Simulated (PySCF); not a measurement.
Nonlinear optical response: SMILES CC1=C[C@H]2C=C[C@@H]1C2, C8H10

Geometry (Å), atoms numbered from 1 in this order:
```xyz
18

C     2.4281    0.0210    0.0338
C     0.9520   -0.1302   -0.0107
C     0.1633   -1.0985    0.4736
C    -1.2889   -0.6698    0.2319
C    -1.5429    0.5825    1.0825
C    -0.7623    1.5509    0.5921
C     0.0093    0.9447   -0.5861
C    -1.0973    0.0189   -1.1399
H     2.7114    0.9193    0.6099
H     2.8489    0.1526   -0.9775
H     2.9129   -0.8496    0.4980
H     0.4695   -1.9964    1.0124
H    -2.0448   -1.4623    0.3050
H    -2.1956    0.6240    1.9555
H    -0.6321    2.5658    0.9698
H     0.4766    1.6602   -1.2764
H    -1.9891    0.5657   -1.4828
H    -0.7389   -0.6682   -1.9215
```

Computed, not measured: quadratic response CAM-B3LYP/def2-SVPD first hyperpolarisability, Taylor convention, gas phase (PySCF 2.14.0). Geometry: PBE0-D3(BJ)/def2-SVP.

Task: Give β for the processes computed.

Result: In 10⁻³⁰ esu, Taylor convention; the vector part is βᵢ = ⅓ Σⱼ (βᵢⱼⱼ + βⱼᵢⱼ + βⱼⱼᵢ); β∥ is 3/5 of the vector part along the dipole, the dipole points from − to +:
```csv
process,λ (nm),β vector norm,β∥,β HRS,depolarisation ratio
"static β(0;0,0)",∞,0.26,0.08,0.14,2.96
"second harmonic β(−2ω;ω,ω)",1550,0.28,0.09,0.15,2.99
"Pockels β(−ω;ω,0)",1550,0.27,0.08,–,–
"second harmonic β(−2ω;ω,ω)",1064,0.31,0.10,0.16,3.01
"Pockels β(−ω;ω,0)",1064,0.27,0.09,–,–
"second harmonic β(−2ω;ω,ω)",694.3,0.40,0.15,0.21,2.98
"Pockels β(−ω;ω,0)",694.3,0.30,0.10,–,–
```

Task: Which lowest excitations, dipole and polarisabilities go with it?

Result: S1 5.16 eV (f = 0.003); S2 6.08 eV (f = 0.024); S3 6.27 eV (f = 0.007); dipole 0.34 D; isotropic α 84.8 au static, 85.1 au at 1550 nm, 85.4 au at 1064 nm, 86.1 au at 775 nm, 86.4 au at 694.3 nm, 87.6 au at 532 nm, 92.1 au at 347.1 nm.
